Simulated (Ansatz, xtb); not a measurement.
**A geometry optimisation of FGaH2In+ with r2SCAN-D4/def2-SVP**

The starting geometry of this gas-phase singlet has its atoms placed at random.

```xyz
5

F     1.2719    0.5616   -0.6071
Ga    1.2511   -1.5060    0.1441
In   -0.4288    0.5214    0.1813
H    -0.0668    1.3010    1.4387
H     0.9306   -0.4669    0.9502
```

Q: Guess where an optimisation with r2SCAN-D4/def2-SVP ends from this start.

A: It loosens into FGaIn + H2, which stay close as a complex (formulas without charges). Distances that change by over a tenth: F1–In3 (1.87 → 2.27 Å). Contacts that open: Ga2–In3 (2.63 → 4.19 Å), Ga2–H5 (1.35 → 3.87 Å), In3–H4 (1.52 → 3.12 Å), In3–H5 (1.85 → 2.92 Å). Contacts that close: F1–Ga2 (2.20 → 1.93 Å), H4–H5 (2.09 → 0.76 Å).

The energy falls by 7.21 eV over 35 steps:

```tsv
step	E − E(last) (eV)
1	7.211
5	3.701
9	1.356
12	0.237
16	0.032
20	0.026
24	0.017
27	0.012
31	0.002
35	0.000
```

Final geometry (Å):

```xyz
5

F     0.9531   -0.1600   -0.7084
Ga    2.1980   -1.5898   -1.0445
In   -0.5119    1.5515   -0.4742
H    -0.0391    0.5018    2.4243
H     0.3580    0.1074    1.9098
```

From the same start GFN2-xTB reaches the same bonding as this run.

From so rough a start the end depends on the optimiser's path, so another program may land elsewhere. The end wasn't checked by frequencies. Atoms past krypton carry core potentials, without spin–orbit terms. Run with Ansatz 0.2.0, 3.7 min on 1 thread of AMD EPYC (Zen 3) (shared host).
